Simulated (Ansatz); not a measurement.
The lowest doublet and quartet of HSi (SMILES [SiH]); geometries from B3LYP-D3(BJ)/def2-TZVP, each state relaxed from the structure named, with no frequency check.
Doublet (charge 0, multiplicity 2):
```xyz
2

Si     0.0000     0.0000    -0.1020
H      0.0000     0.0000     1.4276
```

A positive gap puts the quartet lower; no zero-point energy. U- takes an unrestricted doublet. The quartet is unrestricted in single-reference levels. Active spaces average the two states.

Correlated levels freeze the cores.

Run with Ansatz (a program for electronic structure). Values without a source in brackets are computed.

Question: Predict the gap E(doublet) − E(quartet), vertical, at the doublet's geometry from FIC-MRCISD+Q on SA-CASSCF(5,5)/cc-pV(Q+d)Z.

Answer: -168 kJ/mol

Question: Give the gap E(doublet) − E(quartet), vertical, at the doublet's geometry at the level U-B3LYP/def2-TZVPP.

Answer: -182 kJ/mol

Question: Predict the gap E(doublet) − E(quartet), vertical, at the doublet's geometry from U-HF/cc-pV(T+d)Z.

Answer: -96 kJ/mol
